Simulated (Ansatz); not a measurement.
Energy profile

The step: SiHClF₂ ([F][SiH]([F])[Cl]) → SiF₂ + HCl; bonds formed: Cl2–H3; bonds broken: Si1–Cl2, Si1–H3 (atoms numbered as in the saddle structure below).

```
5
angstrom
Si 0.0482 0.5343 0.3687
Cl 0.3380 -1.2445 -1.3420
H 0.9683 0.1504 -0.9211
F -1.4881 0.8741 0.1917
F 0.1337 -0.3142 1.7027
```

Electronic energies by CCSD(T) at an estimated basis limit (MP2 extrapolated from triple and quadruple zeta, plus CCSD(T) − MP2 in triple zeta), on PBE0-D4/def2-TZVP structures; SiHClF2, singlet; no counterpoise correction. Ansatz 0.2.0; basis: def2-TZVPP and def2-QZVPP; cores frozen in the correlated methods. Extrapolation: Hartree–Fock as exp(−7.88 √X), correlation as X^−2.97.

(1) Give the profile in kcal/mol, counted from the start structure. (Judge from chemistry; the value comes from the calculation.)

The T1 diagnostic stays at or below 0.015. The restricted Hartree–Fock reference is unstable towards an unrestricted one at one or more of these structures.

Answers

(1) The calculation gives:
```tsv
point	kcal/mol
start structure	0.00
saddle	78.21
end structure	57.68
separated: SiF2 (linked as [F][Si][F]; Si1, F4, F5; singlet) + HCl (Cl2, H3; singlet)	59.19
```

Losses and insertions of silylenes and their heavier kin drive the gas-phase chemistry of silicon and germanium vapour deposition.

For scale, one of the runs: CCSD(T)/def2-TZVPP, 160 basis functions, launched by `ansatz run in.yaml --threads 2 --pin off --events-out ev --progress --plain --max-ram 4352MiB`. Hardware: 2 CPU threads of an Intel Xeon 6975P-C, shared host. Wall time 13 s; peak host memory 1.2 GiB.
